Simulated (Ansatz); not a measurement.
Basis-set extrapolation for `CBBC` (PBE0-D4/def2-TZVP geometry, frozen core, the Gaussian-basis code of Ansatz). Multiplicity 1, RHF reference.

```json
{"": "HF", "def2-TZVPP": "-129.780467", "def2-QZVPP": "-129.786804"}
{"": "MP2 correlation", "def2-TZVPP": "-0.554027", "def2-QZVPP": "-0.588872"}
{"": "CCSD(T) correlation", "def2-TZVPP": "-0.630769", "def2-QZVPP": "not run"}
```

Energies in hartree. Use E(X) = E(∞) + A·exp(−7.88·√X) for Hartree–Fock and E(X) = E(∞) + B·X^(−2.97) for correlation, with X = 3 and 4, and add CCSD(T) minus MP2 of the smaller set to the MP2 limit.

**Question.** What is the CCSD(T) energy at the basis-set limit?

**Answer.** HF limit: -129.786804 + (-0.006337) × 0.13774 = -129.78768. MP2 limit: -0.588872 + (-0.034845) × 0.74074 = -0.61468. Higher-order term: -0.630769 − (-0.554027) = -0.07674. Total: -130.47910 hartree, 178.2 kJ/mol below CCSD(T)/def2-TZVPP.
